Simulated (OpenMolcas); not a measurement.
Er2+ among 3 point charges of -1.5 e arranged as a planar triangle (D3h), 2.45 Å from the ion.

| Item | Value |
| --- | --- |
| Program | OpenMolcas 26.06 |
| Method | CASSCF |
| Basis | ANO-RCC-VDZP [7s6p4d2f1g] |
| Scalar Hamiltonian | DKH2, point nucleus |
| Active space | 12 electrons in 7 orbitals (4f) |
| State averaging | 2S+1 = 3 even, 21 roots; 2S+1 = 1 even, 27 roots kept (CI in the orbitals of an earlier block) |
| Spin-orbit coupling | state interaction with AMFI integrals over the reference wave functions |

Q: What is the spin-free ground state (labels of D3, the rotations of D3h)?

A: 3E, 2-fold in its orbital part, 100 % from free-ion H terms; it has the highest spin that f12 allows.

Q: Where is the first state of the same spin?

A: 3E at 610 cm-1 above the ground state.

Q: What are the lowest two levels with spin-orbit coupling?

A: A 2-fold level with g = 0.00, 0.00, 13.99, then a 2-fold level E 511.6 cm-1 above it. Their leading multiplicities are 3 (99 %) and 3 (99 %).

Q: What is χT at 300 K, and how does it compare with the textbook value?

A: Hund's rules give f12 the level 3H6 with g = 1.167, so an isolated free-ion multiplet has χT = g² J(J+1) / 8 = 7.146 cm3 K/mol. The computed 6.786 at 300 K differs by -5 %, through the field's splitting, the mixing of terms and any other multiplet in reach.

Point charges carry no covalency, so the field is a model and not that of real ligands. The first state left out of the spin-orbit step lies near 78000 cm-1 above the lowest spin-free state of the reference (among the parities and spins computed), and the lists stop at four fifths of that energy or lower. No measured value stands beside these numbers.

With an even number of electrons the g values are those of a degenerate or nearly degenerate non-Kramers pair.
